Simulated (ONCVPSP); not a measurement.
**Before and after: ONCV potential for C**

ONCVPSP 4.0.1 input, shortened (lines: element, Z, core and valence counts, functional; n l f; lmax; l rc ep ncon nbas qcut; lloc lpopt rc5 dvloc0; l nproj debl; icmod fcfact rcfact), LDA (Perdew-Wang 92), scalar-relativistic:

```
  C 6.00    1    2  -001012      upf
    1    0    2.00
    2    0    1.50
    2    1    2.50
    2
    0    1.10    0.00    3    6    5.80
    1    2.90    0.00    4    7    3.70
    2    2.90    0.15    3    6    3.70
    4    2    0.95    0.00
    0    2    3.80
    1    2    1.10
    2    1    3.20
    1    0.35    0.00
```

All-electron outer shells of the reference configuration (LDA (PZ), scalar-relativistic, ld1.x):

```
shell  level (eV)  outermost node (bohr)  outermost maximum (bohr)
   1s     -271.24                      –                      0.18
   2s      -13.87                   0.38                      1.22
   2p       -5.63                      –                      1.19
```

Change: local potential polynomial inside 0.75 bohr (lpopt 3, dvloc0 3 Ha).

Cutoffs: the cutoffs (Ha) at which the residual kinetic energy of the hardest occupied pseudo-wave falls to 1 and 0.1 mHa per electron; they do not see the model core or the augmentation charge, which bear on the density cutoff. Errors are all-electron minus pseudo energies relative to the spin-unpolarised reference configuration.

Task: Predict the effect on cutoff, ghosts and configuration errors.

Result: The potential gets neither clearly harder nor softer (17 Ha and 66 Ha → 17 Ha and 66 Ha); the lowest positive-energy flag moves from none to d at 33.1 eV; the errors of the 4 common tests hardly move; neither file shows a bound ghost.

```tsv
quantity	base	changed
cutoff, loose	17 Ha	17 Ha
cutoff, tight	66 Ha	66 Ha
bound ghosts	none	none
GHOST(+) flags under 300 eV	none	d at 33.1 eV
error for 2s2 2p2, meV [ΔE -4.12 eV]	-14	-14
error for 2s2 2p1, meV [ΔE 6.87 eV]	+332	+332
error for 2s2 2p0, meV [ΔE 31.13 eV]	+1872	+1872
error for 2s1 2p2, meV [ΔE 15.36 eV]	+31	+31
s: phases at 1.12 bohr within 0.05 rad from the reference energy up to (Ha; the scan ends near 5)	to the end of the scan	to the end of the scan
p: phases at 2.94 bohr within 0.05 rad from the reference energy up to (Ha; the scan ends near 5)	2.8	2.3
d: phases at 2.94 bohr within 0.05 rad from the reference energy up to (Ha; the scan ends near 5)	1.5	1.1
rms error of d²Exc/dni dnj with the model core, mHa	0.19	0.19
```
